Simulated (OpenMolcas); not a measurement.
# Re4+: ligand-field states by method

Re4+ with 4 ligands (water) in square-planar coordination (D2h) at 1.86 Å. Ligand basis ANO-RCC-VDZP.
```
Re    0.0000    0.0000    0.0000
O     1.8600    0.0000    0.0000
H     2.4370    0.7797    0.0000
H     2.4370   -0.7797    0.0000
O     0.0000    1.8600    0.0000
H     0.0000    2.4370    0.7797
H     0.0000    2.4370   -0.7797
O    -1.8600    0.0000    0.0000
H    -2.4370    0.7797    0.0000
H    -2.4370   -0.7797    0.0000
O     0.0000   -1.8600    0.0000
H     0.0000   -2.4370    0.7797
H     0.0000   -2.4370   -0.7797
```

```json
{
  "Program": "OpenMolcas",
  "Basis": "ANO-RCC-VTZP [8s7p5d3f2g1h]",
  "Scalar Hamiltonian": "DKH2, point nucleus",
  "Active space": "3 electrons in 5 orbitals (5d)",
  "State averaging": "2S+1 = 4 even, 10 roots; 2S+1 = 2 even, 40 roots",
  "Spin-orbit coupling": "state interaction with AMFI integrals over the reference wave functions"
}
```

I. CASSCF
II. SS-CASPT2, IPEA 0.25 Eh, imaginary shift 0.1 Eh (closed shells correlated: 5s 5p and the ligand valence shells)

Spin-free states in cm-1, each column counted from its own energy of the first state listed:

```tsv
State	Degeneracy	I	II
2S+1 = 4	1	0	0
2S+1 = 4	1	1223	1760
2S+1 = 4	1	8391	13150
2S+1 = 2	1	8420	2680
2S+1 = 2	1	9129	6740
2S+1 = 4	1	11060	14800
2S+1 = 2	1	11902	8910
2S+1 = 2	1	12144	9730
2S+1 = 2	1	13098	6070
2S+1 = 2	1	13775	10830
2S+1 = 2	1	14459	11000
2S+1 = 2	1	15650	12400
2S+1 = 2	1	19704	20910
2S+1 = 2	1	20617	22070
2S+1 = 2	1	21822	22260
2S+1 = 2	1	21992	22460
2S+1 = 2	1	22753	18250
2S+1 = 2	1	25815	24840
2S+1 = 2	1	26392	24770
2S+1 = 2	1	27617	23060
```

From I to II, I's first state of the same spin (2S+1 = 4) moves from 1223 to 1760 cm-1, by about +540 cm-1.

From I to II, I's first state of another spin (2S+1 = 2) moves from 8420 to 2680 cm-1, by about -5700 cm-1.

χT at 300 K: I 0.50, II 0.37 cm3 K/mol.

The states above are spin-free; spin-orbit coupling is strong here and shifts and splits them by thousands of cm-1.

The least metal-like active orbital is 69 % on the metal (Löwdin) and no ligand orbital is active, so the numbers are rough. Ligand-to-metal charge-transfer states are missing. With no ligand orbital active B as a rule stays too high, so bands that hang on it stand too high and its fall with covalency is understated. Spin-orbit coupling mixes the spin-free states strongly: the lowest level takes only 64 % from its leading state, 2S+1 = 4 (figures for I; the like holds for II). Without dynamic correlation the repulsion within the d shell is too large (B by tens of per cent), so at a given field states of lower spin stand too high (holds for I). With metal d orbitals alone the field can be off either way by tens of per cent (holds for I). No measured value stands beside these numbers; the geometry was imposed, not optimised, and the real ion may take another.
